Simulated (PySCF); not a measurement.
A side-by-side comparison of computed properties.

First species: C4H12NP.
InChI=1S/C4H12NP/c1-5(2)6(3)4/h1-4H3

Second species: C7H4F2O.
Geometry (GFN2-xTB, Å), atoms numbered from 1 in this order:
```
atom  x, y, z in Å
C1     2.301    0.070   -0.067
C2     0.957    0.006   -0.029
C3     0.237   -1.250   -0.063
C4    -1.099   -1.315   -0.029
C5    -1.952   -0.124    0.049
O6    -3.165   -0.171    0.081
C7    -1.205    1.151    0.085
F8    -1.933    2.271    0.158
C9     0.140    1.202    0.048
F10    0.787    2.378    0.083
H11    2.821    1.012   -0.041
H12    2.899   -0.823   -0.123
H13    0.834   -2.149   -0.119
H14   -1.622   -2.259   -0.056
```

Levels: CAM-B3LYP/def2-SVPD for dipole moment, HOMO energy, LUMO energy, HOMO–LUMO gap, static isotropic polarisability and electronic spatial extent ⟨r²⟩ about the centre of nuclear charge; TDDFT CAM-B3LYP/def2-SVPD for lowest singlet excitation; TDA CAM-B3LYP/def2-SVPD for lowest triplet excitation (Tamm–Dancoff); GFN2-xTB for rotational constant A and rotational constant C. Geometries: GFN2-xTB. Each structure is a single optimised conformer of the isolated species, non-relativistic unless stated; the electronic structure was computed with PySCF and density fitting.

The conformers computed, where there is a choice (atom-mapped SMILES and torsion angles):
- `[CH3:1][N:2]([CH3:3])[P:4]([CH3:5])[CH3:6]`: C1–N2–P4–C5 -68°

Values for the first species:

```
Dipole moment                                                     : 0.77 D
HOMO energy                                                       : -6.92 eV
LUMO energy                                                       : 1.45 eV
HOMO–LUMO gap                                                     : 8.37 eV
Lowest singlet excitation                                         : 5.55 eV
Lowest triplet excitation (Tamm–Dancoff)                          : 4.54 eV
Static isotropic polarisability                                   : 86.0 au
Electronic spatial extent ⟨r²⟩ about the centre of nuclear charge : 819 bohr²
Rotational constant A                                             : 3.757 GHz
Rotational constant C                                             : 1.706 GHz
```

(1) Estimate the same properties for the second species, and the change in each.

## Answers

(1) 
| property | first | second | second less first |
| --- | --- | --- | --- |
| dipole moment | 0.77 D | 5.73 D | +4.96 D |
| HOMO energy | -6.92 eV | -8.84 eV | -1.92 eV |
| LUMO energy | 1.45 eV | -2.18 eV | -3.63 eV |
| HOMO–LUMO gap | 8.37 eV | 6.66 eV | -1.71 eV |
| lowest singlet excitation | 5.55 eV | 3.51 eV | -2.04 eV |
| lowest triplet excitation (Tamm–Dancoff) | 4.54 eV | 2.31 eV | -2.23 eV |
| static isotropic polarisability | 86.0 au | 92.9 au | +6.9 au |
| electronic spatial extent ⟨r²⟩ about the centre of nuclear charge | 819 bohr² | 1300 bohr² | +481 bohr² |
| rotational constant A | 3.757 GHz | 2.044 GHz | -1.713 GHz |
| rotational constant C | 1.706 GHz | 0.809 GHz | -0.897 GHz |

On the first: The 8 singlets span 5.55 to 7.39 eV, and their oscillator strengths add up to 0.46. The polarisability is 12.75 Å³ as a volume (1 au = 0.148185 Å³), or 1.48 au for each of the 58 electrons.

On the second: No computed singlet falls in the visible range (750 to 380 nm, 1.65 to 3.26 eV); S1 lies 0.25 eV above its blue end. The principal polarisabilities are 48.4, 78.7 and 151.5 au; their mean is the isotropic value.
